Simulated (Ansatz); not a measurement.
`NCF` and `[NH2][SnH2][F]` differ in one element.

Ansatz, PBE0-D4/def2-TZVP geometries, multiplicity 1. Each molecule was computed in one conformer, which needn't be the lowest.

Elements past krypton have def2 core potentials.

```
                                        property  `NCF`
           LUMO energy (ωB97M-V/def2-TZVPP) / eV   2.54
              HOMO energy (PBE0/def2-TZVPP) / eV  -7.96
             LUMO energy (B3LYP/def2-TZVPP) / eV   0.77
           HOMO–LUMO gap (B3LYP/def2-TZVPP) / eV   8.49
  size of the dipole moment (PBE/def2-TZVPP) / D   1.16
size of the dipole moment (B3LYP/def2-TZVPP) / D   1.18
```

(1) Give the same properties after the change, and the shifts. (Estimate.)

Answers

(1) The calculation gave: 
```json
{"property": "LUMO energy (ωB97M-V/def2-TZVPP) / eV", "`[NH2][SnH2][F]`": "1.27", "shift": "-1.27"}
{"property": "HOMO energy (PBE0/def2-TZVPP) / eV", "`[NH2][SnH2][F]`": "-7.86", "shift": "0.10"}
{"property": "LUMO energy (B3LYP/def2-TZVPP) / eV", "`[NH2][SnH2][F]`": "-0.65", "shift": "-1.42"}
{"property": "HOMO–LUMO gap (B3LYP/def2-TZVPP) / eV", "`[NH2][SnH2][F]`": "6.96", "shift": "-1.53"}
{"property": "size of the dipole moment (PBE/def2-TZVPP) / D", "`[NH2][SnH2][F]`": "1.87", "shift": "0.71"}
{"property": "size of the dipole moment (B3LYP/def2-TZVPP) / D", "`[NH2][SnH2][F]`": "1.94", "shift": "0.76"}
```

With PBE0 the HOMO rises by 0.10 eV and the LUMO falls by 1.47 eV, so the gap narrows by about 1.57 eV. PBE moves the HOMO by 0.00 eV and ωB97M-V by 0.14 eV. Dipoles are sizes alone; their direction can turn.

B3LYP here is the variant with VWN-RPA as its local correlation; programs differ in this.
